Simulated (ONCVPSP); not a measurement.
**lanthanum: one change to an ONCV potential, before and after**

```json
{
  "Element": "La (Z = 57)",
  "Generator": "ONCVPSP 4.0.1",
  "Type": "optimised norm-conserving Vanderbilt (ONCV)",
  "Functional": "PBE",
  "Relativity": "fully relativistic",
  "Frozen core": "[Kr] 4d10",
  "Valence charge": "11",
  "Reference configuration": "5s2 5p6 5d1 6s1 (charge +1)",
  "Partial waves": "5s+6s: rc 2.55 bohr, ncon 3, nbas 7, qcut 5 1/bohr, 2 projectors; 5p: rc 1.90 bohr, ncon 4, nbas 7, qcut 4.7 1/bohr, 1 projector; 5d: rc 3.75 bohr, ncon 5, nbas 10, qcut 4.3 1/bohr, 2 projectors, debl 3.6 Ha; f scattering state at 0.03 Ha: rc 3.85 bohr, ncon 3, nbas 6, qcut 2.9 1/bohr, 2 projectors, debl 0.4 Ha",
  "Local potential": "polynomial inside 1.80 bohr (lpopt 4, dvloc0 4 Ha)",
  "Core correction": "Teter function, fcfact 3.75, rcfact 1"
}
```

Open shells are filled in proportion to 2j + 1.

In the f channel the program set the typed energies aside and used -0.369, 0.031 Ha (j = l + 1/2; the other j can differ).

Change: s: qcut 5.6.

Cutoffs: the cutoffs (Ha) at which the residual kinetic energy of the hardest occupied pseudo-wave falls to 1 and 0.1 mHa per electron; they do not see the model core or the augmentation charge, which bear on the density cutoff. Errors are all-electron minus pseudo energies relative to the spin-unpolarised reference configuration.

Problem. How do hardness, ghosts and transferability respond?

Solution. The potential gets neither clearly harder nor softer (17 Ha and 38 Ha → 17 Ha and 38 Ha); the p channel sets the loose cutoff, while the largest relative change is in s, which becomes harder; of the 4 tests that both files solve, the error grows in 0 and shrinks in 1 by more than 15 % and 0.3 meV (median size 7.8 → 7.4 meV); neither file shows a bound ghost.

```csv
quantity,base,changed
"cutoff, loose",17 Ha,17 Ha
"cutoff, tight",38 Ha,38 Ha
loose cutoff by channel,"s 7.9 Ha, p 17 Ha, d 5.6 Ha","s 9.4 Ha, p 17 Ha, d 5.6 Ha"
bound ghosts,none,none
GHOST(+) flags under 300 eV,none,none
"error for 5s2 5p6 5d1 6s2, meV [ΔE -5.97 eV]",-0.7,-0.5
"error for 5s2 5p6 5d1 6s0, meV [ΔE 10.89 eV]",-1.7,-1.2
"error for 5s2 5p6 5d0 6s0, meV [ΔE 29.82 eV]",+14,+14
"error for 5s2 5p6 5d1 6s0 6p2, meV [ΔE -1.14 eV]",+30,+30
s: phases at 2.58 bohr within 0.05 rad from the reference energy up to (Ha; the scan ends near 5),3.0,3.5
p3/2: phases at 1.93 bohr within 0.05 rad from the reference energy up to (Ha; the scan ends near 5),1.7,1.7
p1/2: phases at 1.93 bohr within 0.05 rad from the reference energy up to (Ha; the scan ends near 5),1.6,1.6
d5/2: phases at 3.81 bohr within 0.05 rad from the reference energy up to (Ha; the scan ends near 5),0.3,0.3
d3/2: phases at 3.81 bohr within 0.05 rad from the reference energy up to (Ha; the scan ends near 5),0.3,0.3
f7/2: phases at 3.90 bohr within 0.05 rad from the reference energy up to (Ha; the scan ends near 5),0.9,0.9
f5/2: phases at 3.90 bohr within 0.05 rad from the reference energy up to (Ha; the scan ends near 5),0.9,0.9
"rms error of d²Exc/dni dnj with the model core, mHa",4.52,4.66
```

Base: These tests converged, but a pseudo level misses the all-electron one widely, so the file describes the atom poorly there or has found another state: 5s2 5p6 5d1 6s0 6p2: empty 6s by 8.7 eV. Changed file: These tests converged, but a pseudo level misses the all-electron one widely, so the file describes the atom poorly there or has found another state: 5s2 5p6 5d1 6s0 6p2: empty 6s by 8.7 eV.
